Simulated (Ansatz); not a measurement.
CH$_{5}$BrOSn (`[CH3][SnH]([OH])[Br]`), 9 atoms. The species carries charge 0 and has multiplicity 1. Correlated methods include outer-core shells of Br, Sn, which these sets cover unevenly. Scalar relativity is left out up to krypton. Sn: def2 effective core potential. All runs use 4 threads of a server CPU on a shared host. Correlated methods freeze the cores.

How many basis functions does each run have, and how long does it take in Ansatz? RKS PBE0-D4/def2-TZVP relaxation (37 steps); RHF-MP2/def2-QZVPP energy; RKS PBE0-D4/def2-TZVP frequencies; RKS ωB97M-V/def2-SVP energy; RKS ωB97M-V/def2-QZVPP energy; RHF-CCSD(T)/def2-TZVPP energy; RKS PBE0-D4/def2-QZVPP energy; RKS r2SCAN0-D4/def2-TZVPP energy; RHF-CCSD(T)/def2-SVP energy; RKS PBE0-D4/def2-SVP energy; RKS CAM-B3LYP-D4/def2-TZVPP energy; RKS BHLYP-D4/def2-TZVPP energy. (Estimate.)

The calculation gave: Other jobs shared the machine, so times are rough.

```tsv
level	job	functions	wall time	peak host memory (GiB)
RKS PBE0-D4/def2-SVP	energy	111	1.4 s	0.28
RKS CAM-B3LYP-D4/def2-TZVPP	energy	230	3 s	0.76
RKS BHLYP-D4/def2-TZVPP	energy	230	3.6 s	0.71
RKS r2SCAN0-D4/def2-TZVPP	energy	230	3.8 s	0.71
RKS ωB97M-V/def2-SVP	energy	111	4.1 s	0.4
RHF-CCSD(T)/def2-SVP	energy	111	8.5 s	0.63
RKS PBE0-D4/def2-QZVPP	energy	435	11 s	1.7
RKS ωB97M-V/def2-QZVPP	energy	435	17 s	2
RHF-MP2/def2-QZVPP	energy	435	23 s	2.4
RKS PBE0-D4/def2-TZVP	relaxation (37 steps)	190	110 s	0.61
RKS PBE0-D4/def2-TZVP	frequencies	190	2.3 min	0.61
RHF-CCSD(T)/def2-TZVPP	energy	230	2.3 min	4.6
```
